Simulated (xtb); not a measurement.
CLiN, SMILES [Li][C][N] (connectivity only; charge and spin as stated), neutral, multiplicity 1. All values are semi-empirical tight-binding results from xtb (GFN2-xTB unless named), good for trends rather than for accurate numbers. The structure is a stationary point at GFN2-xTB.

Optimised geometry:

```xyz
3

Li     0.0000     0.0000    -2.0198
C      0.0000     0.0000    -0.1551
N      0.0000     0.0000     0.9986
```
Charge 0, spin multiplicity 1.

For metal compounds this method's bond lengths and energies can be far off.

```yaml
point_group_as_xtb_finds_it: C∞v
orbital_gap: 3.84 eV
zero_point_energy: 4.4 kcal/mol
G − E(el) at 298.15 K (modified RRHO): -9.6 kcal/mol
```

Computed IR lines (harmonic; lines under 4 % of the strongest left out, lines within 3 cm⁻¹ merged):
ν (cm⁻¹): 136 (vs), 554 (s), 2274 (m) (against the strongest line: vs over 80 %, s over 45 %, m over 15 %, w over 4 %, vw less)

Computed atomic charges and the Wiberg bond orders between heavy atoms:
charges (e) Li1 0.39, C2 -0.15, N3 -0.24. Bond orders Li1–C2 0.75, C2–N3 2.89.
